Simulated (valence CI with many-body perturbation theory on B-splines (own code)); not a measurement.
Level structure of Sb¹⁹⁺

Computed by configuration interaction combined with many-body perturbation theory (CI+MBPT): four valence electrons over a frozen Dirac-Fock core [Ar] 3d10, a basis of 11 s, 11 p, 9 d, 7 f, 5 g, 2 h, 1 i functions for each j, with the one-electron correlation potential Σ1, the two-electron term Σ2, the three-electron term Σ3, Breit, model QED; selected CI, second order for the rest (own B-spline code, finite nucleus).

No measured levels were compared; by estimate levels hold to about 250 cm⁻¹ or 0.2 % of their energy and the worst to 1 %, as in measured heavy ions of charge 2 to 7; those with d or f electrons hold less well.

Levels 1 to 45 of 71, with energies above the lowest level, (4s^2 4p1/2^2) J=0. "Leading %" is the weight of the configuration and term that name the level; weights of strongly mixed levels are sums over their largest components and can fall short. In the jj column 3d3/2^4 stands for four electrons in 3d with j = 3/2.

```csv
No.,Configuration,Term,J,E (cm⁻¹),Leading %,Second component,Leading jj
1,4s2 4p2,3P,0,0,79,19 % 4s2 4p2 1S,4s^2 4p1/2^2 (96 %)
2,4s2 4p2,3P,1,77615,98,,4s^2 4p1/2 4p3/2 (98 %)
3,4s2 4p2,1D,2,95014,51,48 % 4s2 4p2 3P,4s^2 4p1/2 4p3/2 (96 %)
4,4s2 4p2,3P,2,186340,51,47 % 4s2 4p2 1D,4s^2 4p3/2^2 (96 %)
5,4s2 4p2,1S,0,229490,78,19 % 4s2 4p2 3P,4s^2 4p3/2^2 (95 %)
6,4s 4p3,5S°,2,415030,72,21 % 4s 4p3 3P°,4s 4p1/2^2 4p3/2 (71 %)
7,4s 4p3,3D°,1,482040,61,21 % 4s 4p3 3P°,4s 4p1/2^2 4p3/2 (73 %)
8,4s 4p3,3D°,2,504200,61,18 % 4s 4p3 5S°,4s 4p1/2 4p3/2^2 (76 %)
9,4s 4p3,3D°,3,530700,94,5 % 4s2 4p 4d 3D°,4s 4p1/2 4p3/2^2 (94 %)
10,4s 4p3,3P°,0,568130,95,,4s 4p1/2 4p3/2^2 (95 %)
11,4s 4p3,3P°,1,579400,62,22 % 4s 4p3 3D°,4s 4p1/2 4p3/2^2 (80 %)
12,4s 4p3,1D°,2,585840,40,21 % 4s 4p3 3P°,4s 4p1/2 4p3/2^2 (64 %)
13,4s 4p3,3S°,1,629200,51,32 % 4s 4p3 1P°,4s 4p1/2 4p3/2^2 (77 %)
14,4s 4p3,3P°,2,655710,38,30 % 4s 4p3 1D°,4s 4p3/2^3 (67 %)
15,4s2 4p 4d,3F°,2,698040,82,10 % 4s 4p3 1D°,4s^2 4p1/2 4d3/2 (80 %)
16,4s 4p3,1P°,1,730320,48,33 % 4s 4p3 3S°,4s 4p3/2^3 (75 %)
17,4s2 4p 4d,3F°,3,733220,85,7 % 4s2 4p 4d 3D°,4s^2 4p1/2 4d5/2 (76 %)
18,4s2 4p 4d,3P°,2,756520,47,22 % 4s2 4p 4d 1D°,4s^2 4p1/2 4d5/2 (86 %)
19,4s2 4p 4d,3D°,1,765250,56,22 % 4s2 4p 4d 3P°,4s^2 4p1/2 4d3/2 (86 %)
20,4s2 4p 4d,3F°,4,801520,98,,4s^2 4p3/2 4d5/2 (98 %)
21,4s2 4p 4d,1D°,2,825780,42,34 % 4s2 4p 4d 3D°,4s^2 4p3/2 4d3/2 (63 %)
22,4s2 4p 4d,3P°,0,835870,94,,4s^2 4p3/2 4d3/2 (94 %)
23,4s2 4p 4d,3D°,3,842630,69,13 % 4s2 4p 4d 1F°,4s^2 4p3/2 4d3/2 (48 %)
24,4s2 4p 4d,3P°,1,843450,65,26 % 4s2 4p 4d 3D°,4s^2 4p3/2 4d3/2 (82 %)
25,4s2 4p 4d,3P°,2,855010,43,37 % 4s2 4p 4d 3D°,4s^2 4p3/2 4d5/2 (65 %)
26,4s2 4p 4d,1F°,3,898820,80,16 % 4s2 4p 4d 3D°,4s^2 4p3/2 4d5/2 (62 %)
27,4s2 4p 4d,1P°,1,912470,78,10 % 4s2 4p 4d 3D°,4s^2 4p3/2 4d5/2 (80 %)
28,4p4,3P,2,947580,58,22 % 4p4 1D,4p1/2^2 4p3/2^2 (80 %)
29,4p4,3P,0,992440,47,36 % 4p4 1S,4p1/2^2 4p3/2^2 (79 %)
30,4s 4p2 4d,5F,1,1020000,66,10 % 4s 4p2 4d 3D,4s 4p1/2^2 4d3/2 (68 %)
31,4s 4p2 4d,5F,2,1031500,58,19 % 4s 4p2 4d 5D,4s 4p1/2^2 4d3/2 (48 %)
32,4p4,3P,1,1034900,69,16 % 4s 4p2 4d 3P,4p1/2 4p3/2^3 (69 %)
33,4p4,1D,2,1044700,52,21 % 4p4 3P,4p1/2 4p3/2^3 (73 %)
34,4s 4p2 4d,5F,3,1053500,50,31 % 4s 4p2 4d 5D,4s 4p1/2^2 4d5/2 (58 %)
35,4s 4p2 4d,5D,0,1086700,92,6 % 4s 4p2 4d 3P,4s 4p1/2 4p3/2 4d3/2 (92 %)
36,4s 4p2 4d,5D,1,1091200,78,10 % 4s 4p2 4d 5F,4s 4p1/2 4p3/2 4d3/2 (81 %)
37,4s 4p2 4d,5D,2,1092100,44,24 % 4s 4p2 4d 5F,4s 4p1/2 4p3/2 4d3/2 (78 %)
38,4s 4p2 4d,5F,4,1095500,74,21 % 4s 4p2 4d 5D,4s 4p1/2 4p3/2 4d5/2 (82 %)
39,4s 4p2 4d,5F,3,1096500,37,25 % 4s 4p2 4d 3F,4s 4p1/2 4p3/2 4d3/2 (68 %)
40,4s 4p2 4d,3F,2,1111400,62,7 % 4s 4p2 4d 3P,4s 4p1/2 4p3/2 4d5/2 (27 %)
41,4s 4p2 4d,5D,4,1114200,45,35 % 4s 4p2 4d 3F,4s 4p1/2 4p3/2 4d3/2 (45 %)
42,4s 4p2 4d,5F,5,1125300,79,20 % 4s 4p2 4d 3G,4s 4p1/2 4p3/2 4d5/2 (77 %)
43,4s 4p2 4d,3F,3,1143100,49,35 % 4s 4p2 4d 5P,4s 4p1/2 4p3/2 4d5/2 (64 %)
44,4s 4p2 4d,3P,2,1145200,44,16 % 4s 4p2 4d 5D,4s 4p1/2 4p3/2 4d5/2 (63 %)
45,4p4,1S,0,1159500,42,26 % 4p4 3P,4p3/2^4 (62 %)
```

The ionisation energy to 4s2 4p 2P°_1/2 of the next ion comes out as 553.01 eV (NIST: 552 ± 4 eV (theoretical)). All 71 levels together are meant to be complete up to 1295200 cm⁻¹.
